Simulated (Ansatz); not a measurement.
Ansatz (a first-principles code) input (HF/6-31G* with LANL2DZ past Ar): The .json file joins the Basis Set Exchange's 6-31G* for atoms up to Ar and LANL2DZ past it.

Ansatz 0.2 input:
```yaml
crystal:
  periodic: [false, false, false]
  atoms:
    - {symbol: Ag, position_ang: [-0.00000000, -0.00000000, -0.34433080]}
    - {symbol: F, position_ang: [0.00000000, 0.00000000, 1.79817193]}
basis:
  gaussian:
    orbitals: 6-31Gs+LANL2DZ.json
hamiltonian:
  xc: {name: HF}
total_charge: -1
magnetization: {spin_polarized: true, initial_magnetization: 1}
phonons: {temperatures: {t_min: 298.15, t_max: 298.15, t_step: 100}}
```

### Question
Which harmonic wavenumbers does it give?

### Answer
367 cm⁻¹ (unscaled; negative means imaginary).
